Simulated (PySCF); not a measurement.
# Computed NMR parameters against published values

Bonds (- single, = double, # triple, : aromatic): C1-C2, C2-C3, C3-C4, C4:C5, C5:C6, C6-Cl7, C6:N8, N8-C9, N8:N10, N10:C4. C1 carries H11, H12, H13; C2 carries H14, H15; C3 carries H16, H17; C5 carries H18; C9 carries H19, H20, H21.

The experiment to reproduce: δ ¹⁵N N10 -78.4; N8 -188.2 ppm (measured; solution, CDCl3; L. Larina, Magnetochemistry 8 (2022) 52 (functionalized azoles: NMR spectroscopy and quantum chemistry)).

All values are calculated (PySCF): shieldings: GIAO PBE0/pcSseg-1, geometry: PBE0-D3(BJ)/def2-SVP. Fast rotation and ring inversion assumed for equivalent nuclei, a single conformation, non-relativistic, no solvent model.

Q: What does the calculation give, and how does it compare?

A: 
Reference values: measured (solution, CDCl3; L. Larina, Magnetochemistry 8 (2022) 52 (functionalized azoles: NMR spectroscopy and quantum chemistry)).
| atoms | quantity | reference | computed | computed, scaled |
| --- | --- | --- | --- | --- |
| N10 | δ ¹⁵N vs CH3NO2 | -78.4 | – | -77.4 |
| N8 | δ ¹⁵N vs CH3NO2 | -188.2 | – | -192.5 |

Computed shifts are σ(ref) − σ with the named reference compound (TMS for H and C) calculated as an isolated molecule at the same level. The measured values may be among those fitted. Shieldings were converted by a linear fit to measured shifts: ¹⁵N: δ = -150.47 − 0.916σ (rms 7.2 ppm, 77 shifts vs CH3NO2, solution or neat liquid). A few per cent of atoms miss by over 2 rms, more outside the fitted compound classes.
